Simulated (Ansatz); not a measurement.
Molecule: SbH (charge 0, triplet). 
Coordinates optimised at B3LYP-D3(BJ)/def2-TZVP (Ansatz, an electronic-structure program):
SMILES: [SbH]
```xyz
2

Sb     0.0000     0.0000    -0.0331
H      0.0000     0.0000     1.6894
```
Charge 0, spin multiplicity 3.

Basis-set convergence of Hartree-Fock and MP2 correlation energies (hartree) with Ansatz. Correlated levels leave the core frozen unless marked. UHF or UKS for open shells. Spin-orbit coupling is left out. The frozen core is the preceding noble-gas configuration, with the filled d and f shells of earlier blocks. In def2 rows, elements after Kr have scalar-relativistic effective core potentials.

```json
[
 {"basis": "def2-SVPD", "functions": "40", "E(HF)": "-239.83012", "E(corr, MP2)": "-0.06747"},
 {"basis": "def2-TZVPPD", "functions": "73", "E(HF)": "-239.83699", "E(corr, MP2)": "-0.08462"},
 {"basis": "def2-QZVPPD", "functions": "121", "E(HF)": "-239.83818", "E(corr, MP2)": "-0.09187"}
]
```

Extrapolating the two largest sets (X = 3 and 4) as X^-3: E(corr) = (64·(-0.09187) - 27·(-0.08462))/37 = -0.0972 Eh, an estimate of the basis-set limit. The largest set recovers 94.6 % of it, the smallest 69.4 %.
